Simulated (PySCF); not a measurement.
# Electric field gradients and quadrupole coupling constants

Species: C3H9AlF2O.
Cartesian coordinates in Å at the PBE0-D3(BJ)/def2-SVP level; atoms count from 1:
```xyz
16
C3H9AlF2O angstrom
C     -0.5578    1.5883   -0.4477
O     -0.4718    0.1868   -0.1900
Al    -1.8191   -0.8792    0.8502
C      0.6611   -0.4956   -0.6973
C      1.8365   -0.4234    0.2543
F      2.2765    0.8545    0.3467
F      2.8318   -1.1736   -0.2553
H     -1.5165    1.9203   -0.0335
H      0.2718    2.1180    0.0380
H     -0.5386    1.7619   -1.5345
H     -2.2218   -1.9379   -0.2857
H     -0.8464   -1.4343    2.0028
H     -2.8297    0.3101    1.2072
H      0.3704   -1.5467   -0.8388
H      0.9539   -0.0731   -1.6720
H      1.5812   -0.7802    1.2662
```

Field gradients from the PBE0/pcSseg-1 density (PySCF, non-relativistic), principal values in atomic units, ordered |Vxx| ≤ |Vyy| ≤ |Vzz|:

```tsv
atom	Vxx	Vyy	Vzz
O2	0.2740	1.8198	-2.0938
Al3	-0.4906	-0.5596	1.0503
```

Task: Find the asymmetry η = (Vxx − Vyy)/Vzz and the couplings χ = eQV/h (234.96 MHz × Q in barn × V in au), with Q(17O) = −0.0256 b, Q(27Al) = 0.1466 b.

Result: 
```json
{"atom": "O2", "environment": "oxygen bonded to Al and 2 C", "nucleus": "17O", "η": "0.74", "χzz (MHz)": "12.59", "χxx (MHz)": "-1.65", "χyy (MHz)": "-10.95"}
{"atom": "Al3", "environment": "aluminium bonded to O and 3 H", "nucleus": "27Al", "η": "0.07", "χzz (MHz)": "36.18", "χxx (MHz)": "-16.90", "χyy (MHz)": "-19.28"}
```

Task: What is Vzz at O2 in SI units (1 au = 9.71736 × 10²¹ V/m²)?

Result: -2.0938 au = -20.346 × 10²¹ V/m².

Task: And the gradient at the other heavy atoms, for which no coupling is worked out here?

Result: 
```json
{"atom": "C1", "environment": "O-methyl carbon", "Vzz (au)": "0.548", "η": "0.10"}
{"atom": "C4", "environment": "sp3 carbon bound to oxygen", "Vzz (au)": "0.462", "η": "0.25"}
{"atom": "C5", "environment": "CHF2 carbon", "Vzz (au)": "-0.543", "η": "0.74"}
{"atom": "F6", "environment": "fluorine of a CF2 group", "Vzz (au)": "2.895", "η": "0.14"}
{"atom": "F7", "environment": "fluorine of a CF2 group", "Vzz (au)": "2.925", "η": "0.11"}
```

Task: What couplings would deuterons (Q(2H) = 0.00286 b) have in place of the hydrogens, at this geometry?

Result: 
```tsv
atom	bonded to	bond length (Å)	Vzz (au)	η	χzz (kHz)
H8	C1	1.096	0.2812	0.10	189
H9	C1	1.098	0.2796	0.10	188
H10	C1	1.101	0.2798	0.11	188
H11	Al3	1.604	0.1041	0.08	70
H12	Al3	1.607	0.1031	0.10	69
H13	Al3	1.601	0.1045	0.10	70
H14	C4	1.100	0.2716	0.08	182
H15	C4	1.102	0.2730	0.10	183
H16	C5	1.103	0.2560	0.04	172
```

The structure is a single PBE0-D3(BJ)/def2-SVP conformer in the gas phase; no vibrational or solvent corrections. The small basis limits the accuracy of the gradients.
